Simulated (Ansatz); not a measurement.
Geometry optimisation, DFT LDA, scalar-relativistic, plane waves, PAW in Ansatz.

input.yaml

```yaml
crystal:
  lattice:
    - [7.398, 0.0, 0.0]
    - [-3.699, 6.406856, 0.0]
    - [0.0, 0.0, 12.0]
  atoms:
    - { symbol: C, position: [0.0, 0.0, 0.08333333] }
    - { symbol: C, position: [0.22222222, 0.11111111, 0.08333333] }
    - { symbol: C, position: [0.0, 0.33333333, 0.08333333] }
    - { symbol: C, position: [0.22222222, 0.44444444, 0.08333333] }
    - { symbol: C, position: [0.0, 0.66666666, 0.08333333] }
    - { symbol: C, position: [0.22222222, 0.77777777, 0.08333333] }
    - { symbol: C, position: [0.33333333, 0.0, 0.08333333] }
    - { symbol: C, position: [0.55555556, 0.11111111, 0.08333333] }
    - { symbol: C, position: [0.33333333, 0.33333333, 0.08333333] }
    - { symbol: C, position: [0.55555555, 0.44444444, 0.08333333] }
    - { symbol: C, position: [0.33333333, 0.66666666, 0.08333333] }
    - { symbol: C, position: [0.55555555, 0.77777777, 0.08333333] }
    - { symbol: C, position: [0.66666667, 0.0, 0.08333333] }
    - { symbol: C, position: [0.88888889, 0.11111111, 0.08333333] }
    - { symbol: C, position: [0.66666667, 0.33333333, 0.08333333] }
    - { symbol: C, position: [0.88888889, 0.44444444, 0.08333333] }
    - { symbol: C, position: [0.66666666, 0.66666666, 0.08333333] }
    - { symbol: C, position: [0.88888889, 0.77777777, 0.08333333] }
    - { symbol: "N", position: [0.61111111, 0.38888889, 0.1925], spin: 1.0 }
    - { symbol: H, position: [0.18518518, 0.14814815, 0.165] }
    - { symbol: H, position: [0.58815348, 0.48370397, 0.25916667] }
magnetization:
  spin_polarized: true
basis:
  ecutwfc: 420.0
kpoints:
  mp_grid: { grid: [2, 2, 1] }
hamiltonian:
  xc: lda
scf:
  occupations: { method: gaussian, width: 0.02 }
  lower_state_search: "off"
relax:
  f_tol: 0.03
  max_steps: 60
  adjacent_minimum: "off"
output:
  write_density: true
  write_potential: true
  elf: true
  volumetric_format: npy
```

Command:

```bash
$ ansatz run input.yaml --threads 2 --pin off --max-ram 5120MiB --backend cpu --events-out ev --progress --plain --runs-dir out
```

**Question.** Where does it end, and by what steps?

**Answer.** It converged. Limits of this set-up: slab without dipole correction. After 9 steps the energy has fallen by 3.483 eV; H21 moved furthest, 0.94 Å.

```tsv
step	energy less start (eV)	largest force component (eV/Å)	accepted
0	0.0000	3.835	yes
1	-1.6841	2.124	yes
2	-2.7398	1.280	yes
3	-3.1786	0.640	yes
4	-3.3734	0.704	yes
5	-3.4521	0.831	yes
6	-3.4394	0.844	no
7	-3.4820	0.076	yes
8	-3.4829	0.045	yes
9	-3.4831	0.018	yes
```

```xyz
21
Lattice="7.3980 0.0000 0.0000 -3.6990 6.4069 0.0000 0.0000 0.0000 12.0000" Properties=species:S:1:pos:R:3
C -0.106 -0.003 0.977
C 1.158 0.717 1.247
C -1.305 2.148 0.888
C -0.062 2.849 0.861
C -2.526 4.275 0.973
C -1.286 4.985 0.902
C 2.434 -0.006 0.958
C 3.633 0.678 0.945
C 1.122 2.165 0.990
C 2.354 2.885 1.236
C -0.067 4.285 0.853
C 1.167 4.993 0.855
C 4.863 -0.002 0.853
C 6.095 0.706 0.899
C 3.669 2.120 1.244
C 4.903 2.865 0.976
C 2.392 4.310 0.959
C 3.619 4.988 0.973
N 3.001 2.447 2.502
H 1.226 0.723 2.379
H 3.472 3.259 2.928
```

The run took 110 s on 2 threads of Arm Neoverse V1, with other jobs on the host, peak memory 0.89 GiB.
